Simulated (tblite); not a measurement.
Species: C3H13Si3 (doublet state).
Atom-mapped SMILES: `[SiH3:1][CH2:2][CH:3][SiH2:4][CH2:5][SiH3:6]` (hydrogens: H7, H8, H9 on Si1; H10, H11 on C2; H12 on C3; H13, H14 on Si4; H15, H16 on C5; H17, H18, H19 on Si6)

Computed geometry: GFN2-xTB, gas phase. This method treats the open shell by occupation alone, without spin polarisation.

What internal coordinates does the optimisation give?

```tsv
bond	length (pm)	order
Si1–C2	193.3	single
C2–C3	145.8	single
C3–Si4	184.4	single
Si4–C5	190.1	single
C5–Si6	189.3	single
Si1–H7, Si1–H8, Si1–H9	146.3	single
C2–H10, C2–H11	109.0	single
C3–H12	108.1	single
Si4–H13, Si4–H14	147.8	single
C5–H15, C5–H16	109.0	single
Si6–H17, Si6–H18, Si6–H19	146.7	single
```

Bonds in one row agree within 1 pm and their mean is given. Orders are formal, as drawn. A selection of angles:
```tsv
angle	degrees
C2–Si1–H7	108.1
C2–Si1–H8	108.6
H7–Si1–H8	110.6
H7–Si1–H9	109.6
Si1–C2–C3	108.8
Si1–C2–H10	108.0
C3–C2–H10	111.6
H10–C2–H11	108.9
C2–C3–Si4	123.8
C2–C3–H12	115.7
Si4–C3–H12	120.4
C3–Si4–C5	108.3
C3–Si4–H13	112.6
C3–Si4–H14	110.9
C5–Si4–H13	109.4
H13–Si4–H14	106.1
Si4–C5–Si6	115.6
Si4–C5–H15	108.9
Si4–C5–H16	108.2
Si6–C5–H15	109.2
H15–C5–H16	105.8
C5–Si6–H17	110.0
C5–Si6–H18	110.9
H17–Si6–H18	108.9
H18–Si6–H19	108.2
```

Torsions: Si1–C2–C3–Si4 94° (anticlinal); C2–C3–Si4–C5 -175° (antiperiplanar); C3–Si4–C5–Si6 65° (synclinal). The mirror-image conformer, all signs reversed, is as good.

C3 (carbon bonded to C, Si and H) is planar (angles 123.8°, 120.4° and 115.7°, sum 359.8°, 0.04 Å off the plane of its three neighbours). Si6 (silicon bonded to C and 3 H) is tetrahedral (angles from 108.2° to 110.9°). The 4 C–Si bonds span 1.844 Å (C3–Si4, drawn single) to 1.933 Å (Si1–C2, drawn single), a spread of 0.089 Å. Si4 (silicon bonded to 2 C and 2 H) is tetrahedral (angles from 106.1° to 112.6°). Si1 (silicon bonded to C and 3 H) is tetrahedral (angles from 108.1° to 111.4°).

Point group: C1 (no symmetry element, even within 0.4 Å). Its lowest GFN2-xTB frequency is 10 cm⁻¹, too small to tell a flat minimum from a shallow saddle. 3 starts were optimised and ended at 0.00, 0.94 and 0.94 kcal/mol (GFN2-xTB); the lowest of these is shown.
